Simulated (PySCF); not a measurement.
B(F)(NMe2)(SH) (C2H7BFNS), SMILES CN(C)B(F)S.

Coordinates come from a PBE0-D3(BJ)/def2-SVP optimisation. The structure was generated by enumeration, and PubChem lists no compound with its InChIKey, so it may never have been made. Other conformers were not sampled.

Two levels are set side by side: TDA-PBE/def2-SVPD (PySCF) and TDA-CAM-B3LYP/def2-SVPD (PySCF). Vertical, same geometry. The lowest singlet is HOMO→LUMO 99 % with PBE and HOMO→LUMO 79 % with the other functional; states are paired by order. Differences are taken from unrounded values.

```csv
quantity,TDA-CAM-B3LYP
lowest singlet excitation (eV),6.06
lowest triplet excitation (TDA) (eV),5.71
first bright state (f over 0.05) (eV),7.26
its oscillator strength,0.38
```

What does TDA-PBE give, and how far is it from TDA-CAM-B3LYP? (An estimate is asked for; the answer gives what the named calculation found.)


```
quantity                               TDA-PBE  TDA-PBE minus TDA-CAM-B3LYP
-------------------------------------  -------  ---------------------------
lowest singlet excitation (eV)            5.18                        -0.87
lowest triplet excitation (TDA) (eV)      5.02                        -0.68
first bright state (f over 0.05) (eV)     6.56                        -0.70
its oscillator strength                   0.35                        -0.03
```

Functionals without exact exchange tend to place singlet excitations lower, as here. Differences between two approximate levels are no errors against the true value.

Rough cost on one machine, each run with all the roots and properties that it gave: TDA-CAM-B3LYP against TDA-PBE about 4 times.
